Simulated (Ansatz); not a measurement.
Harmonic frequencies (cm⁻¹) at PBE0-D4/def2-TZVP from Ansatz: 106, 106, 124, 148, 148, 404, 416, 416, 561.

(1) Which molecule is it?
A. `[S]=[Ta]([Cl])([Cl])[Cl]`
B. `[NH]=[Ta]([F])([F])[F]`
C. `[O]=[Ta]([Cl])([Cl])[Cl]`
D. `[F][Ta]([F])([F])([F])[Cl]`

## Answers

(1) A.
